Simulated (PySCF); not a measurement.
Unrelated species, one level of theory. The calculation used TDDFT PBE0/def2-SVPD, vertical, gas phase, core orbitals frozen in the response in PySCF 2.14.0, density-fitted response routines. Geometries: GFN2-xTB; one conformer of each isolated species. Triplets are in the Tamm–Dancoff approximation.

Question: Rank by computed S1–T1 gap, lowest first.
A. `O=C1C=C[C@H](O)CC1`
B. `Clc1cocn1`
C. `O(C)C1=CC/1=C/OC`
D. `C1(CC1)C(=C)C(=O)O`
E. `P[SiH](P)Cl`
F. `OCC1=CCC=CO1`

Answer: A (0.51 eV), E (0.89 eV), C (1.13 eV), F (1.29 eV), D (1.52 eV), B (1.99 eV).

```csv
SMILES,S1−T1 (eV),S1 (eV),T1 (eV),S1 mainly,T1 mainly,f(S1)
O=C1C=C[C@H](O)CC1,0.51,3.65,3.14,H→L (97%),H→L (95%),0.000
P[SiH](P)Cl,0.89,5.60,4.71,H→L+1 (98%),H→L (94%),0.000
CO/C=C1C=C/1OC,1.13,4.33,3.20,H→L (97%),H→L (93%),0.032
OCC1=CCC=CO1,1.29,5.06,3.78,H→L (99%),H→L (89%),0.010
C=C(C(=O)O)C1CC1,1.52,4.80,3.28,H-1→L (94%),H→L (92%),0.000
Clc1cocn1,1.99,5.99,4.01,H→L (94%),H→L (90%),0.088
```

H and L stand for HOMO and LUMO. For `P[SiH](P)Cl` and `C=C(C(=O)O)C1CC1` the leading configurations of S1 and T1 differ. Singlets come from full response and triplets from the Tamm–Dancoff approximation.
